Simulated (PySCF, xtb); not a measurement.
In(H)2(NMe2) (C2H8InN), SMILES [N](C)(C)[InH2].

GFN2-xTB (xtb) at its own geometry gives an orbital gap of 2.40 eV and a dipole moment of 1.06 D.

Coordinates come from a B3LYP-D3(BJ)/def2-SVP optimisation. The structure was generated by enumeration; whether it is a known compound was not checked. The def2 effective core potentials stand for the cores of In; spin–orbit coupling is left out.

Question: What does ωB97X/def2-TZVP (PySCF) give? (Estimate from the structure and the level; the computed values follow.)

Answer: gap 8.60 eV (levels -8.20 and 0.41 eV), dipole 0.15 D.
